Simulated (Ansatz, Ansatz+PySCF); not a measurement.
```
atom    x (Å)    y (Å)    z (Å)
   K  -0.0006   0.0057  -1.2617
  Cl  -0.0090  -0.0043   1.4017
```

RHF on singlet KCl was run in several spherical basis sets with Ansatz (development build ahead of 0.2.0).

Q: Rank the basis sets by the total energy that they give, lowest first, with the distance from the lowest.
A. def2-SVP
B. 6-31G(d)
C. def2-TZVP
D. STO-3G

A: C (0.00 eV), B (1.71 eV), A (6.45 eV), D (299.54 eV).

Totals follow the description of the cores as much as that of the bonds, so this order isn't one of quality for chemistry.
